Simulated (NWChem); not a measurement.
System: ditellurium (Te$_{2}$, triplet); SMILES [Te]=[Te]

Input file for NWChem:

```
start job
memory heap 200 mb stack 900 mb global 1100 mb
geometry units angstroms
  Te     0.000000     0.000000     1.281807
  Te     0.000000     0.000000    -1.281807
end
basis spherical
  * library def2-svp
end
ecp
  Te library def2-ecp
end
dft
  odft
  mult 3
  xc xcamb88 1.00 lyp 0.81 vwn_5 0.19 hfexch 1.00
  cam 0.33 cam_alpha 0.19 cam_beta 0.46
  iterations 150
end
driver
  maxiter 120
end
task dft optimize
dft
  grid fine
  convergence energy 1d-8 density 1d-7
end
task dft freq numerical
```

NWChem printed, in part:

```
             Northwest Computational Chemistry Package (NWChem) 7.3.0
             --------------------------------------------------------

 ORDER OF PRIMARY AXIS IS BEING SET TO 4
 D4H symmetry detected

                             Geometry "geometry" -> ""
                             -------------------------

 Output coordinates in angstroms (scale by  1.889725989 to convert to a.u.)

  No.       Tag          Charge          X              Y              Z
 ---- ---------------- ---------- -------------- -------------- --------------
    1 Te                  52.0000     0.00000000     0.00000000     1.28180700
    2 Te                  52.0000     0.00000000     0.00000000    -1.28180700

 Effective nuclear repulsion energy (a.u.)     558.1555106561

      Symmetry information
      --------------------

 Group name             D4h
 Group number             28
 Group order              16
 No. of unique centers     1

                                Z-matrix (autoz)
                                --------

 Units are Angstrom for bonds and degrees for angles

      Type          Name      I     J     K     L     M      Value
      ----------- --------  ----- ----- ----- ----- ----- ----------
    1 Stretch                  1     2                       2.56361

                           NWChem Geometry Optimization
                           ----------------------------

 maximum gradient threshold         (gmax) =   0.000450
 rms gradient threshold             (grms) =   0.000300
 maximum cartesian step threshold   (xmax) =   0.001800
 rms cartesian step threshold       (xrms) =   0.001200
 fixed trust radius                (trust) =   0.300000
 source of zmatrix                         =   autoz

          -------------------
          Energy Minimization
          -------------------

 Using diagonal initial Hessian
 Scaling for Hessian diagonals: bonds = 1.00  angles = 0.25  torsions = 0.10

          --------
          Step   0

                                 NWChem DFT Module
                                 -----------------

 Summary of "ao basis" -> "ao basis" (spherical)
 ------------------------------------------------------------------------------
       Tag                 Description            Shells   Functions and Types
 ---------------- ------------------------------  ------  ---------------------
 Te                         def2-svp                10       26   4s4p2d

      Symmetry analysis of basis
      --------------------------

        a1g        10
        a1u         0
        a2g         0
        a2u        10
        b1g         2
        b1u         2
        b2g         2
        b2u         2
        eg         12
        eu         12

            General Information
            -------------------
          SCF calculation type: DFT
          Wavefunction type:  spin polarized.
          No. of atoms     :     2
          No. of electrons :    48
           Alpha electrons :    25
            Beta electrons :    23
          Charge           :     0
          Spin multiplicity:     3
          Use of symmetry is: on ; symmetry adaption is: on
          Maximum number of iterations: 150
          AO basis - number of functions:    52
                     number of shells:    20
          Convergence on energy requested:  1.00D-06
          Convergence on density requested:  1.00D-05
          Convergence on gradient requested:  5.00D-04

              XC Information
              --------------
                     Hartree-Fock (Exact) Exchange  1.000
                   CAM-Becke88 Exchange Functional  1.000
                      VWN V Correlation Functional  0.190 local
              Lee-Yang-Parr Correlation Functional  0.810

           Range-Separation Parameters
           ---------------------------
           Alpha           :  0.19
           Beta            :  0.46
           Gamma           :  0.33
           Short-Range HF  :     F

             Grid Information
             ----------------
          Grid used for XC integration:  medium
          Radial quadrature: Mura-Knowles
          Angular quadrature: Lebedev.
          Tag              B.-S. Rad. Rad. Pts. Rad. Cut. Ang. Pts.
          ---              ---------- --------- --------- ---------
          Te                  1.40      123           9.0       590
          Grid pruning is: on
          Number of quadrature shells:   123
          Spatial weights used:  Erf1

      Superposition of Atomic Density Guess
      -------------------------------------

 Sum of atomic energies:        -622.44743682

      Non-variational initial energy
      ------------------------------

 Total energy =    -533.994398
 1-e energy   =   -1170.973429
 2-e energy   =     518.082000
 HOMO         =      -0.177808
 LUMO         =      -0.177808

 !!!!!!!!!!!!!!!!!!!!!!!!!!!!!!!!!!!!!!!!!!!!!!!!!!!!!!!!!!!!!!!!!!!!!!
 Warning - the HOMO and LUMO are degenerate and you are using symmetry.
 This can lead to non-variational energies and poor convergence.
 Modify the initial guess, or use an open-shell wavefunction, or turn
 off symmetry.
 !!!!!!!!!!!!!!!!!!!!!!!!!!!!!!!!!!!!!!!!!!!!!!!!!!!!!!!!!!!!!!!!!!!!!!

   Symmetry analysis of molecular orbitals - initial alpha
   -------------------------------------------------------

 !! scf_movecs_sym_adapt:    8 vectors were symmetry contaminated

  Symmetry fudging

 !! scf_movecs_sym_adapt:    6 vectors were symmetry contaminated

  Numbering of irreducible representations:

     1 a1g         2 a1u         3 a2g         4 a2u         5 b1g
     6 b1u         7 b2g         8 b2u         9 eg         10 eu

  Orbital symmetries:

     1 a1g         2 a2u         3 a1g         4 a2u         5 eu
     6 eu          7 eg          8 eg          9 a1g        10 eu
    11 eu         12 b2g        13 b1g        14 eg         15 eg
    16 b1u        17 b2u        18 a2u        19 a1g        20 a2u
    21 a1g        22 eu         23 eu         24 eg         25 eg
    26 a2u        27 a1g        28 a1g        29 eu         30 eu
    31 a2u        32 b2g        33 b1g        34 eu         35 eu

   Symmetry analysis of molecular orbitals - initial beta
   ------------------------------------------------------

 !! scf_movecs_sym_adapt:    8 vectors were symmetry contaminated

  Symmetry fudging

 !! scf_movecs_sym_adapt:    6 vectors were symmetry contaminated

  Numbering of irreducible representations:

     1 a1g         2 a1u         3 a2g         4 a2u         5 b1g
     6 b1u         7 b2g         8 b2u         9 eg         10 eu

  Orbital symmetries:

     1 a1g         2 a2u         3 a1g         4 a2u         5 eu
     6 eu          7 eg          8 eg          9 a1g        10 eu
    11 eu         12 b2g        13 b1g        14 eg         15 eg
    16 b1u        17 b2u        18 a2u        19 a1g        20 a2u
    21 a1g        22 eu         23 eu         24 eg         25 eg
    26 a2u        27 a1g        28 a1g        29 eu         30 eu
    31 a2u        32 b2g        33 b1g        34 eu         35 eu

   convergence    iter        energy       DeltaE   RMS-Dens  Diis-err
 ---------------- ----- ----------------- --------- --------- ---------
 d= 0,ls=0.0,diis     1   -536.0229640297 -6.55D+02  7.56D-03  3.15D-02
                                                     7.01D-03  2.48D-02
 d= 0,ls=0.0,diis     2   -536.0405465567 -1.76D-02  1.74D-03  4.43D-03
                                                     1.75D-03  3.36D-03
 d= 0,ls=0.0,diis     3   -536.0430928341 -2.55D-03  5.01D-04  5.22D-04
                                                     4.15D-04  5.13D-04
 d= 0,ls=0.0,diis     4   -536.0434159551 -3.23D-04  1.11D-04  5.97D-06
                                                     6.75D-05  3.21D-06
 d= 0,ls=0.0,diis     5   -536.0434240982 -8.14D-06  1.38D-05  2.21D-07
                                                     2.31D-05  3.28D-07
 d= 0,ls=0.0,diis     6   -536.0434244241 -3.26D-07  6.22D-06  3.63D-08
                                                     3.36D-06  1.86D-08

         Total DFT energy =     -536.043424424068
      One electron energy =    -1171.460599631311
           Coulomb energy =      558.055823134627
    Exchange-Corr. energy =      -41.535679783126
 Nuclear repulsion energy =      118.897031855742

 Numeric. integr. density =       48.000000100426

                  Occupations of the irreducible representations
                  ----------------------------------------------

                     irrep           alpha         beta
                     --------     --------     --------
                     a1g               5.0          5.0
                     a1u               0.0          0.0
                     a2g               0.0          0.0
                     a2u               4.0          4.0
                     b1g               1.0          1.0
                     b1u               1.0          1.0
                     b2g               1.0          1.0
                     b2u               1.0          1.0
                     eg                6.0          4.0
                     eu                6.0          6.0

                    DFT Final Alpha Molecular Orbital Analysis
                    ------------------------------------------

 Vector   23  Occ=1.000000D+00  E=-3.554467D-01  Symmetry=eu
              MO Center= -3.7D-16,  6.8D-16,  7.5D-15, r^2= 3.5D+00
   Bfn.  Coefficient  Atom+Function         Bfn.  Coefficient  Atom+Function
  ----- ------------  ---------------      ----- ------------  ---------------
    12      0.378297  1 Te py                38      0.378297  2 Te py
    15      0.287026  1 Te py                41      0.287026  2 Te py
    11     -0.202591  1 Te px                37     -0.202591  2 Te px
    14     -0.153712  1 Te px                40     -0.153712  2 Te px
     9     -0.146346  1 Te py                35     -0.146346  2 Te py

[...]

      ----------------------
      Optimization converged
      ----------------------

  Step       Energy      Delta E   Gmax     Grms     Xrms     Xmax
  ---- ---------------- -------- -------- -------- -------- --------
@    2    -536.04344003 -4.4D-08  0.00001  0.00001  0.00003  0.00005
                                     ok       ok       ok       ok

                                Z-matrix (autoz)
                                --------

 Units are Angstrom for bonds and degrees for angles

      Type          Name      I     J     K     L     M      Value     Gradient
      ----------- --------  ----- ----- ----- ----- ----- ---------- ----------
    1 Stretch                  1     2                       2.55657    0.00001

                         Geometry "geometry" -> "geometry"
                         ---------------------------------

 Output coordinates in angstroms (scale by  1.889725989 to convert to a.u.)

  No.       Tag          Charge          X              Y              Z
 ---- ---------------- ---------- -------------- -------------- --------------
    1 Te                  52.0000     0.00000000     0.00000000     1.27828299
    2 Te                  52.0000     0.00000000     0.00000000    -1.27828299

 Effective nuclear repulsion energy (a.u.)     559.6942515489

      Symmetry information
      --------------------

 Group name             D4h
 Group number             28
 Group order              16
 No. of unique centers     1

                Final and change from initial internal coordinates
                --------------------------------------------------

                                Z-matrix (autoz)
                                --------

 Units are Angstrom for bonds and degrees for angles

      Type          Name      I     J     K     L     M      Value       Change
      ----------- --------  ----- ----- ----- ----- ----- ---------- ----------
    1 Stretch                  1     2                       2.55657   -0.00705

 ==============================================================================
                                internuclear distances
 ------------------------------------------------------------------------------
       center one      |      center two      | atomic units |  angstroms
 ------------------------------------------------------------------------------
    2 Te               |   1 Te               |     4.83121  |     2.55657
 ------------------------------------------------------------------------------
                         number of included internuclear distances:          1
 ==============================================================================

[second-derivative integrals and response iterations left out]

  Vibrational analysis via the FX method

  See chapter 2 in "Molecular Vibrations" by Wilson, Decius and Cross

  Vib: Default input used

 ---------------------------- Atom information ----------------------------
     atom    #        X              Y              Z            mass
 --------------------------------------------------------------------------
    Te       1  0.0000000D+00  0.0000000D+00  2.4156046D+00  1.2990670D+02
    Te       2  0.0000000D+00  0.0000000D+00 -2.4156046D+00  1.2990670D+02
 --------------------------------------------------------------------------

[unprojected Hessian and modes left out]

        Vibrational analysis via the FX method
  --- with translations and rotations projected out ---
  --- via the Eckart algorithm                      ---
 Dependent rotation vector no.                    3
  found in ECKART; assuming linear geometry
 Projected Nuclear Hessian trans-rot subspace norm:0.0000D+00
                         (should be close to zero!)

[projected Hessian left out]

 Rotational Constants
 --------------------
 A=   0.000000 cm-1  (  0.000000 K)
 B=   0.039709 cm-1  (  0.057131 K)
 C=   0.039709 cm-1  (  0.057131 K)

 Temperature                      =   298.15K
 frequency scaling parameter      =   1.0000

 Linear Molecule

 Zero-Point correction to Energy  =    0.382 kcal/mol  (  0.000609 au)
 Thermal correction to Energy     =    2.153 kcal/mol  (  0.003431 au)
 Thermal correction to Enthalpy   =    2.745 kcal/mol  (  0.004375 au)

 Total Entropy                    =   61.768 cal/mol-K
   - Translational                =   42.545 cal/mol-K (mol. weight = 259.8134)
   - Rotational                   =   17.612 cal/mol-K (symmetry #  =        2)
   - Vibrational                  =    1.611 cal/mol-K

 Cv (constant volume heat capacity) =    6.698 cal/mol-K
   - Translational                  =    2.979 cal/mol-K
   - Rotational                     =    1.986 cal/mol-K
   - Vibrational                    =    1.732 cal/mol-K

[normal modes left out]

 ----------------------------------------------------------------------------
 Normal Eigenvalue ||           Projected Infra Red Intensities
  Mode   [cm**-1]  || [atomic units] [(debye/angs)**2] [(KM/mol)] [arbitrary]
 ------ ---------- || -------------- ----------------- ---------- -----------
    1        0.000 ||    0.000000           0.000         0.000       0.173
    2        0.000 ||    0.000000           0.000         0.000       0.173
    3        0.000 ||    0.000000           0.000         0.000       0.173
    4        0.000 ||    0.000000           0.000         0.000       0.173
    5        0.000 ||    0.000000           0.000         0.000      59.310
    6      267.596 ||    0.000000           0.000         0.000       0.000
 ----------------------------------------------------------------------------
```

Level: CAM-B3LYP/def2-SVP with def2 effective core potentials on Te, spin-unrestricted. No stability test was run on the SCF state. def2 effective core potentials on Te; no spin-orbit coupling.
